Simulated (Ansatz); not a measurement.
Single points on the cluster Sn₃S₃.

```yaml
crystal:
  periodic: [false, false, false]
  atoms:
    - {symbol: Sn, position_ang: [-0.477013, 0.351133, 1.661578]}
    - {symbol: Sn, position_ang: [2.190852, 1.111304, -0.703026]}
    - {symbol: Sn, position_ang: [-0.745860, -0.971467, -1.269317]}
    - {symbol: S, position_ang: [1.494254, -1.047417, 0.336078]}
    - {symbol: S, position_ang: [-0.236810, 1.685397, -0.738904]}
    - {symbol: S, position_ang: [-2.225423, -1.128950, 0.713591]}
basis:
  gaussian: {orbitals: def2-TZVP, initial_orbitals: start.molden}
hamiltonian: {xc: {name: LC-wPBE}}
scf: {omitted_lower_state_checks: [starts]}
output: {forces: true, orbitals: {seedname: orbitals}}
```

The file start.molden holds the orbitals of an earlier run on this structure, at another level or in another basis.

```sh
$ ansatz run in.yaml --threads 4 --pin off --events-out ev --progress --plain --max-ram 4787MiB
```

Shortened log:

```
Functional definition: LC-wPBE
1947 factors; their error is unknown
579 factors; integrals over basis functions are off by at most 1.5e-5 eV
mean field evaluation 1: about -49999.9610 eV, gradient 1.4e1 eV
mean field evaluation 2: about -50000.2869 eV, gradient 4.7e-1 eV
mean field evaluation 4: about -50000.2658 eV, gradient 1.6e-1 eV
mean field evaluation 8: about -50000.2659 eV, gradient 1.4e-5 eV
mean field -50000.26587182 eV, -1837.4758793917 hartree, gradient 1.4e-5 eV, S^2 0.000000; 0 other end points of the search recorded, 0 dependent functions left out
reference -50000.26587182 eV, -1837.4758793920 hartree; 57, 57 occupied and 204, 204 virtual orbitals, 1947 factors
Total energy: -50000.26587182 eV, -1837.4758793920 hartree
Atom 0 at    -0.477013     0.351133     1.661578 Å, force    -0.151203    -0.405500    -0.788030 eV/Å
Atom 1 at     2.190852     1.111304    -0.703026 Å, force    -1.074165    -0.545244     0.345656 eV/Å
Atom 2 at    -0.745860    -0.971467    -1.269317 Å, force    -0.002280     0.327344     0.837532 eV/Å
Atom 3 at     1.494254    -1.047417     0.336078 Å, force    -0.356436     0.852565    -0.353076 eV/Å
Atom 4 at    -0.236810     1.685397    -0.738904 Å, force     0.633887    -0.711202     0.262563 eV/Å
Atom 5 at    -2.225423    -1.128950     0.713591 Å, force     0.950197     0.482037    -0.304646 eV/Å
Dipole moment:     0.681172     0.345580    -0.218644 e Å
Checks for a lower state left out: starts
```

Hardware: 4 threads of Arm Neoverse V1 on a shared host. Wall time 9 s, peak host memory 0.83 GiB.

The first input with `hamiltonian: {xc: pbe}`, `correlation: {method: rpa}` and without the key `output` (abridged; 15 s):

```
Functional definition: PBE
mean field -49995.03881004 eV, -1837.2837884147 hartree, gradient 1.3e-6 eV, S^2 0.000000
27 core orbitals not correlated: weight in the atoms' cores, before any rotation towards them, 1.000 or more for the frozen orbitals, at most 0.000 for the correlated occupied ones
Total energy: -49930.03855223 eV, -1834.8950729989 hartree
Checks for a lower state left out: starts
```

First input, but with `hamiltonian: {xc: hf}`, `output: {orbitals: {seedname: orbitals}}` (abridged; 8.5 s):

```
Functional definition: HF
mean field -49876.18836959 eV, -1832.9161152879 hartree, gradient 1.4e-5 eV, S^2 0.000000
Total energy: -49876.18836959 eV, -1832.9161152879 hartree
Checks for a lower state left out: starts
```

Geometry: r2SCAN-D4/def2-SVP.

In the def2 sets Sn takes a core potential; there is no spin–orbit coupling. LC-ωPBE has ω = 0.4 bohr⁻¹. Correlated methods freeze 27 core orbitals; core or outer-core shells of Sn are correlated, in sets that lack core-valence functions. The structure comes from a short search, and lower isomers may exist.
